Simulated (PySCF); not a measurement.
A structure optimised at PBE0-D3(BJ)/def2-SVP, used in a PySCF frequency run:

```xyz
4

In     0.2794     0.4454     0.0000
F      2.1593     0.9360     0.0000
Cl    -1.2625     2.1752     0.0000
Br    -0.3332    -1.9207     0.0000
```
Charge 0, spin multiplicity 1.

Problem. Write its SMILES, formula and point group.

Solution. [F][In]([Cl])[Br], BrClFIn, Cs

Problem. What are its rotational constants (standard atomic weights)?

Solution. 3.1046, 1.0071, 0.76042 GHz
